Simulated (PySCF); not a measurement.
**Co⁺ (cobalt, charge +1): UHF calculation**

Configuration: [Ar] 3d8, high-spin 3F determinant. Computed with PySCF 2.14 in x2c-SVPall, with the spin-free X2C one-electron Hamiltonian (Gaussian nucleus).

* Total energy: -1391.337194 hartree
* One-electron energy: -1924.3836 hartree
* Hartree (Coulomb) energy: 591.7055 hartree
* Exchange energy: -58.6591 hartree
* ⟨S²⟩: 2.0048
* ⟨L²⟩: 12.022
* Sum of ⟨r⟩: 17.31 bohr
* Sum of ⟨r²⟩: 19.82 bohr²
* Langevin diamagnetic susceptibility: -15.7 ×10⁻⁶ cm³/mol
* Time after the integrals: 0.09 s of wall time on 1 thread of Neoverse-V2 (shared host)

```csv
shell,electrons,mean orbital energy (eV),spread (eV),"rms radius, mean of both spins (bohr)"
1s α,1,-7777.1,0,0.0649
1s β,1,-7777.1,0,0.0649
2s α,1,-966.85,0,0.276
2s β,1,-965.16,0,0.276
2p α,3,-824.83,0,0.249
2p β,3,-823.14,0,0.249
3s α,1,-130.35,0,0.836
3s β,1,-125.49,0,0.836
3p α,3,-88.071,0,0.896
3p β,3,-82.190,0,0.896
3d α,5,-20.737,1.316,1.28
3d β,3,-18.278,0,1.28
```

Densities and radii are taken from the X2C orbitals without a picture-change correction, which distorts them close to the nucleus.
